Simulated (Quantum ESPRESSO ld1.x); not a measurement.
Task: These are the eigenvalues of the occupied orbitals of an atom or ion with whole-number occupations (eV). Calculated with ld1.x of Quantum ESPRESSO 7.5: Dirac Kohn-Sham, PW91, spin-unpolarised, spherical densities, point nucleus.

| orbital | eigenvalue |
|---|---|
| 1s1/2 | -385.072 |
| 2s1/2 | -18.6279 |
| 2p1/2 | -7.1716 |
| 2p3/2 | -7.1524 |

Which element is it, and in what charge state? The configuration may be excited. Open shells, if any, are shared by 2j + 1.

Result: Z = 7, nitrogen, charge 0: N in [He] 2s2 2p3. The list shows which subshells hold electrons but not how many an open one holds; the 1s level, -14.151 hartree, gives Z - s = 5.3 by -(Z - s)^2/2, which with screening and relativity narrows Z to a few neighbours, and the depths of the outer levels then fix element, charge and occupations together.
